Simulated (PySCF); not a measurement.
Molecule: `C#C/C(=C/CC)CO`, C7H10O.

Geometry (Å), atoms numbered from 1 in this order:
```xyz
18

C     3.1413   -1.3585    0.3546
C     2.0829   -0.8036    0.2333
C     0.8685   -0.0873    0.0841
C    -0.2844   -0.6245    0.4928
C    -1.6357    0.0063    0.4288
C    -2.4868   -0.6480   -0.6622
C     1.0247    1.3011   -0.5019
O     1.2670    2.2812    0.4875
H     4.0508   -1.8703    0.4629
H    -0.2640   -1.6308    0.8945
H    -2.1299   -0.1369    1.3933
H    -1.5592    1.0782    0.2487
H    -2.0354   -0.4934   -1.6398
H    -3.4864   -0.2204   -0.6694
H    -2.5703   -1.7190   -0.4903
H     1.8442    1.2900   -1.2369
H     0.1109    1.6156   -1.0088
H     2.0530    2.0266    0.9839
```

Frames of a GFN2-xTB Langevin trajectory at 300 K; GIAO PBE0/pcSseg-1 shieldings in PySCF 2.14, gas phase, non-relativistic; equivalent atoms averaged within each frame.

Scale: TMS for 13C (186.93 ppm) and 1H (31.72 ppm); 17O (336.08 ppm) vs H2O (reference shieldings calculated alike). The references are static minima.

Question: How do the shifts (ppm) fluctuate along the trajectory?

Answer: 
| time (fs) | C4 | C3 | C2 | C1 | C7 | C5 | C6 | O8 | H10 | H16/H17 |
| --- | --- | --- | --- | --- | --- | --- | --- | --- | --- | --- |
| optimised geometry | 157.5 | 127.3 | 91.0 | 84.9 | 66.1 | 27.0 | 16.4 | 47.6 | 6.73 | 4.46 |
| 250 | 153.1 | 127.0 | 92.6 | 82.7 | 70.2 | 23.3 | 21.9 | 49.8 | 6.97 | 4.96 |
| 425 | 157.0 | 126.5 | 94.1 | 82.5 | 70.7 | 30.2 | 19.3 | 44.5 | 6.94 | 4.27 |
| 625 | 166.8 | 134.4 | 92.0 | 86.3 | 68.4 | 29.8 | 23.3 | 25.0 | 6.99 | 4.35 |
| 800 | 159.9 | 134.9 | 97.5 | 91.5 | 73.3 | 28.3 | 19.3 | 61.8 | 7.26 | 4.46 |
| 1000 | 165.7 | 136.0 | 91.6 | 87.5 | 70.8 | 27.1 | 14.9 | 38.2 | 7.19 | 4.76 |
| mean of frames | 160.5 | 131.8 | 93.6 | 86.1 | 70.7 | 27.7 | 19.7 | 43.9 | 7.07 | 4.56 |
| standard deviation | 5.8 | 4.6 | 2.4 | 3.7 | 1.8 | 2.8 | 3.2 | 13.6 | 0.14 | 0.29 |

5 frames give an uncertainty of the mean of about the standard deviation over 2.2 at best, since frames this close in time may not be independent; classical motion lacks zero-point vibration, and the reference would need the same averaging.
